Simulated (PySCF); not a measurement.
A PySCF script (with the pyscf-properties extension) for the NMR shieldings of `B[C@@H]([AlH2])BBC(C)C`, C$_{4}$H$_{14}$AlB$_{3}$, on a GFN2-xTB geometry:

```python
import basis_set_exchange as bse
import numpy as np
from pyscf import gto, dft
from pyscf.prop import nmr

atoms = """
B     3.104540    1.168684   -0.897222
C     1.613704    0.829139   -0.744865
Al    1.828674   -1.185257   -0.701420
B     0.981609    0.883741    0.673830
B    -0.608207    1.170458    0.903539
C    -1.615509   -0.069186    0.830478
C    -1.024742   -1.333940    0.202840
C    -2.945261    0.261522    0.137869
H     3.515203    1.691016   -1.867263
H     3.860392    0.922794   -0.027080
H     0.966575    1.121304   -1.581366
H     1.393138   -2.052392   -1.911770
H     2.616890   -1.958946    0.381808
H     1.693740    0.601587    1.578617
H    -1.113621    2.203779    1.145438
H    -1.850952   -0.304361    1.878923
H    -0.107208   -1.643193    0.723027
H    -0.763469   -1.152797   -0.846691
H    -1.728076   -2.166149    0.234583
H    -3.622284   -0.591569    0.169096
H    -2.773805    0.519064   -0.905422
H    -3.431742    1.104086    0.622201
"""
names = dict.fromkeys(["B", "C", "Al", "H"], "pcSseg-1")
basis = {el: gto.basis.parse(bse.get_basis(n, elements=[el], fmt="nwchem")) for el, n in names.items()}
mol = gto.M(atom=atoms, basis=basis, charge=0, verbose=0)
mf = dft.RKS(mol, xc="PBE0")
mf.grids.level = 2
mf.grids.alignment = dft.numint.BLKSIZE   # the property module wants whole blocks of grid points
mf.conv_tol = 1e-9
mf.kernel()

calc = nmr.RKS(mf)   # GIAO
C = mf.mo_coeff
Co = C[:, mf.mo_occ > 0]
resp = mf.gen_response(singlet=True, hermi=2)
def vind(x):   # induced exchange potential for any number of trial vectors
    d = np.einsum("pi,xij,qj->xpq", C, 2 * x.reshape(-1, C.shape[1], Co.shape[1]), Co, optimize=True)
    return np.einsum("xpq,pi,qj->xij", resp(d - d.transpose(0, 2, 1)), C, Co, optimize=True).ravel()
mo1, _ = nmr.rhf.solve_mo1(calc, with_cphf=vind)
sigma = calc.kernel(mo1)
for i, s in enumerate(sigma):   # ppm
    print("%2d %-2s %9.2f" % (i, mol.atom_pure_symbol(i), np.trace(s) / 3))
```

Question: What does it print?

Answer: 
```
 0 B      33.69
 1 C      77.18
 2 Al    316.94
 3 B      18.94
 4 B      -4.55
 5 C     145.87
 6 C     163.84
 7 C     163.49
 8 H      24.75
 9 H      24.36
10 H      24.67
11 H      26.64
12 H      26.37
13 H      22.31
14 H      22.52
15 H      29.89
16 H      31.06
17 H      30.14
18 H      30.30
19 H      30.55
20 H      30.53
21 H      29.99
```

These numbers come from an equivalent density-fitted implementation of the same equations, which agrees with the script to about 0.01 ppm for H and up to a few tenths of a ppm for heavy atoms, so last digits may differ.

Size and cost of the density-fitted run: 213 basis functions, 79 s wall time on 1 thread of an Arm Neoverse N1, shared host; peak memory 0.87 GiB.
